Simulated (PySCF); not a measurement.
**Field gradients at the hydrogen positions**

Compound: C6H13FSi2.
SMILES with atom numbers: `[CH2:1]=[CH:2][CH2:3][CH2:4][Si:5]1([F:6])[CH2:7][SiH2:8][CH2:9]1` (hydrogens: H10, H11 on C1; H12 on C2; H13, H14 on C3; H15, H16 on C4; H17, H18 on C7; H19, H20 on Si8; H21, H22 on C9)

Geometry (GFN2-xTB, Å), atoms numbered from 1 in this order:
```xyz
22
C6H13FSi2 angstrom
C      3.9104   -0.9129   -0.6940
C      3.1224    0.1399   -0.5826
C      1.8542    0.1773    0.2071
C      0.6548    0.4997   -0.6908
Si    -0.9538    0.6495    0.2952
F     -0.7033    1.8465    1.3752
C     -1.7156   -0.8572    1.1863
Si    -3.4334   -0.5067    0.3989
C     -2.6224    0.9255   -0.5886
H      4.8133   -0.8927   -1.2807
H      3.6887   -1.8419   -0.1937
H      3.3684    1.0603   -1.0978
H      1.6970   -0.7807    0.7058
H      1.9345    0.9497    0.9765
H      0.8475    1.4377   -1.2143
H      0.5659   -0.2714   -1.4562
H     -1.2893   -1.8190    0.9165
H     -1.6905   -0.7983    2.2705
H     -4.4459   -0.0688    1.3585
H     -3.9468   -1.5974   -0.4318
H     -2.6064    0.7767   -1.6640
H     -3.0604    1.9035   -0.4148
```

Level: PBE0/pcSseg-1 (PySCF, non-relativistic); Q(2H) = 0.00286 b; rigid geometry, the same for H and D, with no vibrational averaging.

**Question.** Rank these positions by the coupling χzz of a deuteron there, largest first.
A. H14 (methylene hydrogen)
B. H22 (methylene hydrogen)
C. H12 (vinylic hydrogen)
D. H16 (methylene hydrogen)
E. H19 (Si–H hydrogen)

**Answer.** B (224 kHz), C (217 kHz), D (210 kHz), A (201 kHz), E (110 kHz).

**Question.** What are Vzz, η and χzz (234.96 MHz × Q × Vzz) at all hydrogens?

**Answer.** 
| atom | bonded to | bond length (Å) | Vzz (au) | η | χzz (kHz) |
| --- | --- | --- | --- | --- | --- |
| H10 | C1 | 1.077 | 0.3382 | 0.05 | 227 |
| H11 | C1 | 1.078 | 0.3357 | 0.06 | 226 |
| H12 | C2 | 1.083 | 0.3228 | 0.06 | 217 |
| H13 | C3 | 1.091 | 0.3036 | 0.04 | 204 |
| H14 | C3 | 1.093 | 0.2986 | 0.02 | 201 |
| H15 | C4 | 1.091 | 0.3107 | 0.03 | 209 |
| H16 | C4 | 1.090 | 0.3127 | 0.03 | 210 |
| H17 | C7 | 1.086 | 0.3339 | 0.03 | 224 |
| H18 | C7 | 1.086 | 0.3328 | 0.03 | 224 |
| H19 | Si8 | 1.462 | 0.1638 | 0.01 | 110 |
| H20 | Si8 | 1.464 | 0.1628 | 0.01 | 109 |
| H21 | C9 | 1.086 | 0.3344 | 0.03 | 225 |
| H22 | C9 | 1.086 | 0.3338 | 0.03 | 224 |

**Question.** Average by the element that carries the hydrogen.

**Answer.** on C: 217 kHz over 11 positions, mean bond length 1.086 Å; on Si: 110 kHz over 2 positions, mean bond length 1.463 Å.

**Question.** How does χzz go with the bond length over the 11 C–H bonds?

**Answer.** A straight-line fit has a slope of -15.3 kHz for each 0.01 Å, with a correlation coefficient of -0.83, over lengths from 1.077 to 1.093 Å. The longer bonds have the smaller couplings here.

One conformer (not necessarily the lowest) at the GFN2-xTB geometry, without solvent, vibrations or thermal averaging. GFN2-xTB bond lengths can be off by several hundredths of an ångström, more for odd bonds, and the gradients follow them. These gradients aren't converged with respect to the basis.
